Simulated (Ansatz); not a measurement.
This geometry of BClH2O2 + FH (8 atoms, charge 0, multiplicity 1) is a first-order saddle point.

Theory: RKS CAM-B3LYP-D4/def2-SVP in Ansatz 0.2.0.

```xyz
8
Properties=species:S:1:pos:R:3
B -0.076 0.081 -0.010
O 0.042 -0.145 1.481
H -0.776 -0.506 1.849
O 0.956 -0.322 -0.785
H 1.803 -0.342 -0.328
Cl -1.738 -0.180 -0.628
F 0.074 1.700 0.402
H 0.061 1.083 1.362
```

(1) Which two structures does it join? (They come from a converged band through this point; their orientation in space is the band's.)

(2) How far does it lie above each of them?

## Answers

(1) Bonds broken: F7–H8. Bonds formed: B1–F7, O2–H8. BClH2O2 + FH becomes BClFH3O2.

Image 0:

```xyz
8
Properties=species:S:1:pos:R:3
B -0.377 -0.391 -0.097
O -0.552 0.149 1.160
H -1.338 -0.152 1.629
O 0.675 -0.046 -0.833
H 1.247 0.597 -0.369
Cl -1.575 -1.543 -0.703
F 1.534 1.573 1.118
H 0.731 1.185 1.438
```

Image 6:

```xyz
8
Properties=species:S:1:pos:R:3
B 0.055 0.433 -0.138
O -0.030 -0.050 1.638
H -0.971 -0.198 1.820
O 1.289 0.047 -0.556
H 1.320 -0.859 -0.875
Cl -1.416 -0.495 -0.720
F -0.134 1.756 0.034
H 0.232 0.736 2.140
```

(2) 1.04 eV above the first and 1.02 eV above the second. This is the barrier of this one path; another mechanism may lie lower. The orbitals stay closed-shell, which can raise the energy where a bond breaks towards radicals; this wasn't checked here.

Run time: 3.1 min on 4 threads of Arm Neoverse V1 (shared host), peak memory 0.21 GiB.
